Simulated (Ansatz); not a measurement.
`C[O][Sn][Cl]` + `CNC` → `C[N](C)[Sn][Cl]` + CH₃OH  (ligand exchange at the Sn–O bond)

Gas-phase electronic energies from Ansatz, PBE0-D4/def2-TZVP geometries. CBS: MP2 limit from def2 TZ/QZ plus the TZ coupled-cluster correction, frozen cores. This one scheme is used for every species. Elements past krypton have def2 core potentials. For Sn outer-core shells are correlated without core-valence functions, which leaves a few kJ/mol of doubt a bond. One conformer a species, not always the lowest.

`C[O][Sn][Cl]`:

```xyz
7

C     0.090   -0.876   -0.168
O    -0.962    0.017   -0.436
Sn   -1.169    1.930   -0.075
Cl    0.935    2.325    0.983
H     0.440   -1.320   -1.106
H     0.938   -0.391    0.326
H    -0.272   -1.685    0.475
```

`CNC`:

Cartesian coordinates in Å:
```
C 0.973 -0.717 0.003
N 0.373 0.592 0.123
C -1.038 0.590 -0.185
H 2.023 -0.674 0.300
H 0.939 -1.039 -1.042
H 0.474 -1.496 0.604
H 0.520 0.953 1.056
H -1.180 0.338 -1.241
H -1.456 1.586 -0.026
H -1.626 -0.132 0.407
```

`C[N](C)[Sn][Cl]`:

Z-matrix (Å, degrees):
```
C
N 1 1.442
H 1 1.099 2 111.6
H 1 1.095 2 111.0 3 -120.0
H 1 1.099 2 111.6 3 120.0
C 2 1.440 1 112.8 3 -60.0
Sn 2 2.021 1 118.4 3 120.0
H 6 1.099 2 111.0 1 59.6
H 6 1.090 2 110.7 1 -180.0
H 6 1.099 2 111.0 1 -59.6
Cl 7 2.391 2 96.9 1 180.0
```

CH₃OH:

Cartesian coordinates in Å:
```
C -0.138 -0.235 0.229
O 0.690 0.818 -0.206
H 0.085 -0.403 1.283
H 0.055 -1.170 -0.313
H -1.204 0.007 0.141
H 0.512 0.983 -1.134
```

```csv
species,HF/def2-SVP energy (Eh)
`C[O][Sn][Cl]`,-787.15632
`CNC`,-134.14550
`C[N](C)[Sn][Cl]`,-806.33468
CH₃OH,-114.95431
```

Problem. Work out ΔE.

Solution. ΔE = (-806.33468) + (-114.95431) − (-787.15632) − (-134.14550) = 0.01283 Eh = +33.7 kJ/mol. CCSD(T)/CBS gives +17.6 kJ/mol.

Largest T1 diagnostic among the species: 0.017.

The D4 term adds −7.3 kJ/mol with B3LYP and −4.0 kJ/mol with PBE0; it sums over pairs of atoms, weighted by their polarisabilities, and B3LYP, whose exchange is more repulsive, gets the larger term. In def2-TZVPP, CCSD(T) changes the Hartree–Fock value by −22.3 kJ/mol (the triples alone add −3.8 kJ/mol) and MP2 by −25.8 kJ/mol. Leaving LDA and LC-ωPBE aside and taking each functional with its dispersion term where it has one, the values, not all of them listed here, spread over 10.3 kJ/mol, from revPBE-D4 to B97M-V. LDA lies −9.9 kJ/mol from PBE without D4.

B3LYP here is the variant with VWN-RPA as its local correlation; programs differ in this.
